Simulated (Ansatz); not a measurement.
Zr2Se4 (the lowest singlet isomer of a short search) was relaxed with PBE-D4 (def2-SVP) in Ansatz in these states: neutral quintet, neutral singlet, neutral triplet. The geometries follow in no particular order.

In the def2 sets Zr takes a core potential; there is no spin–orbit coupling.

A:

```xyz
6

Zr    1.112   -1.087   -1.263
Zr   -0.495    0.485    0.566
Se   -1.357   -1.469   -1.066
Se    0.975    1.405   -1.486
Se    1.579   -1.106    1.198
Se   -1.814    1.772    2.052
```

B:

```xyz
6

Zr   -0.633   -0.781    1.704
Zr    0.131    0.279   -0.707
Se    1.481    0.702    1.553
Se   -2.381   -0.039   -0.055
Se    0.625   -2.259   -0.033
Se    0.776    2.098   -2.462
```

C:

```xyz
6

Zr    0.5786   -1.0763   -1.6093
Zr   -0.2224    0.4587    0.6368
Se    0.4973   -2.0921    0.7278
Se   -1.7252   -0.0185   -1.4861
Se    1.8910    0.9817   -0.8592
Se   -1.0193    1.7466    2.5901
```

**Question.** Judge from the bond lengths which geometry belongs to which state (an estimate).

**Answer.** A is the neutral singlet (Zr2–Se6 2.368 Å, Zr1–Zr2 2.898 Å, Zr1–Se5 2.505 Å); B is the neutral quintet (Zr2–Se6 2.608 Å, Zr1–Zr2 2.743 Å, Zr1–Se5 2.605 Å); C is the neutral triplet (Zr2–Se6 2.472 Å, Zr1–Zr2 2.836 Å, Zr1–Se5 2.554 Å).

At PBE-D4/def2-SVP the gap within one spin of the charge 0 triplet nearly closes, so an electron or hole may be smeared out by delocalisation error. At PBE0-D4/def2-TZVP a singlet lies 2.60 eV below the neutral quintet. At PBE0-D4/def2-TZVP a singlet lies 0.76 eV below the neutral triplet. These are the stationary points nearest to one start from a short search; other shapes may lie lower in each state.
